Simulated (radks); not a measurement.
Results of a calculation; reference values are marked as such.
Neutral magnesium inside a hard spherical wall (all orbitals vanish at R), configuration held at [Ne] 3s2 and not refilled when levels cross. Level of theory: non-relativistic Kohn-Sham, LDA (Slater exchange, VWN5 correlation), spin-polarised, spherical densities, point nucleus (a radial shooting solver on a logarithmic mesh with Libxc functionals). Eigenvalues in eV for spin up, with the zero of energy where the potential of the charges vanishes at infinity; a dash marks a level that is unbound or too diffuse for the functional's potential to be trusted. A positive occupied level is held by the wall or, in an anion where self-interaction has pushed it up, behind a barrier. The pressure on the wall is -dE/dV.

R (bohr)  E (hartree)  kinetic (hartree)    e(1s)    e(2s)    e(2p)   e(3s)  e(3p, empty)  e(4s, empty)  pressure (GPa)
free       -199.13941            198.542  -1251.0  -79.015  -46.776  -4.774        -1.380        -0.054               0
12         -199.13936            198.542  -1251.0  -79.008  -46.768  -4.769        -1.348         0.793        0.000901
10         -199.13893            198.546  -1250.9  -78.963  -46.724  -4.737        -1.250         1.690          0.0126
6          -199.10149            198.743  -1249.4  -77.470  -45.237  -3.495         0.860        11.126            2.63
5          -199.02885            199.021  -1247.7  -75.899  -43.673  -1.784         3.317        20.060            11.2
2.5        -196.85006            204.905  -1229.9  -61.724  -29.346  33.455        43.672        144.66            1300
1.5        -184.36714            235.427  -1169.1  -22.289   13.076  188.98        189.08        540.50           35900
